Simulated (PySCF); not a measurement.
Predicted microwave data (PBE0/def2-SVPD in PySCF (dipole) on a GFN2-xTB geometry, gas phase) for one isomer of C6H10Si:

- Rotational constants: A = 5358, B = 777.9, C = 751.5 MHz
- Dipole components: |μa| = 0.41 D, |μb| = 0.48 D, |μc| = 0.22 D
- Inertial defect: -71.50 u·Å²
- κ: -0.99

Problem. Which candidate fits, each taken in the one conformer that was computed?
A. `C(=C)(C)C#CC[SiH3]`
B. `C=C1C=C(C)[SiH2]C1`
C. `[CH2:1]=[CH:2][C@@H:3]1[SiH2:4][C@H:5]1[CH:6]=[CH2:7]` with C1–C2–C3–Si4 48°, Si4–C5–C6–C7 47°
D. `[CH2:1]=[CH:2][SiH:3]([CH:4]=[CH2:5])[CH:6]=[CH2:7]` with C1–C2–Si3–C4 107°, C2–Si3–C4–C5 -10°, C2–Si3–C6–C7 109°
E. `[CH3:1][C:2]#[C:3][CH:4]1[CH2:5][SiH2:6][CH2:7]1` with C3–C4–C5–Si6 132°, C4–C5–Si6–C7 -9°, C5–Si6–C7–C4 9°, C3–C4–C7–Si6 -132°

Solution. A. It is C=C(C)C#CC[SiH3], a near-prolate asymmetric top, point group C1. The candidates at the same level (rigid rotor, commonest isotopes):

```csv
SMILES,A (MHz),B (MHz),C (MHz),μa (D),μb (D),μc (D),Δ (u·Å²),point group,rotor
C=C(C)C#CC[SiH3],5358,777.9,751.5,0.41,0.48,0.22,-71.50,C1,near-prolate asymmetric top
C=C[C@@H]1[SiH2][C@H]1C=C,3534,1514,1258,0.00,0.64,0.00,-75.14,C2,asymmetric top
C=C1C=C(C)[SiH2]C1,3398,1870,1242,0.33,0.11,0.00,-11.98,Cs,asymmetric top
CC#CC1C[SiH2]C1,6652,943.4,907.6,0.32,0.00,0.11,-54.84,near Cs,near-prolate asymmetric top
C=C[SiH](C=C)C=C,2040,2013,1293,0.01,0.01,0.65,-108.00,near C3,–
```

`CC#CC1C[SiH2]C1` has A 24 % too high; `C=C1C=C(C)[SiH2]C1` has B 140 % too high; `C=C[SiH](C=C)C=C` has B 159 % too high; `C=C[C@@H]1[SiH2][C@H]1C=C` has B 95 % too high. No structure here is proved a minimum.
